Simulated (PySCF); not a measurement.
Species: C7H14P (charge +1).
SMILES with atom numbers: `[CH3:1][P@+:2]12[CH2:3][CH2:4][C@H:5]([CH2:6][CH2:7]1)[CH2:8]2` (hydrogens: H9, H10, H11 on C1; H12, H13 on C3; H14, H15 on C4; H16 on C5; H17, H18 on C6; H19, H20 on C7; H21, H22 on C8)

All values: PBE0/pcSseg-1 (PySCF, non-relativistic), on one gas-phase PBE0-D3(BJ)/def2-SVP geometry that isn't relaxed in the solvent. The solvent is an IEF-PCM continuum (cavity from Bondi-type radii × 1.2). The model holds no explicit solvent molecules, cavitation or dispersion.

```
run  E − E(gas) (kcal/mol)  HOMO (eV)  HOMO–LUMO gap (eV)
gas                   0.00     -13.12                9.61
  P                 -51.22      -9.06                9.75
  Q                 -40.97      -9.84                9.71
```

The runs were made in chloroform and dimethylsulfoxide. Which run belongs to which solvent?

P = dimethylsulfoxide, Q = chloroform. The dielectric constants are 4.711 (chloroform), 46.83 (dimethylsulfoxide), and the energy falls further as ε rises. In this model the ground state sees the solvent through ε alone.

How constant is the ratio of the lowering to 1 − 1/ε?

| solvent | 1 − 1/ε | E − E(gas) (kcal/mol) | ratio (kcal/mol) | polarisation term (kcal/mol) |
| --- | --- | --- | --- | --- |
| chloroform | 0.788 | -40.97 | -52.0 | -41.33 |
| dimethylsulfoxide | 0.979 | -51.22 | -52.3 | -52.00 |

The ratio changes by +0.6 % in size from chloroform to dimethylsulfoxide. The polarisation term is half the interaction of the solute with the induced surface charges.
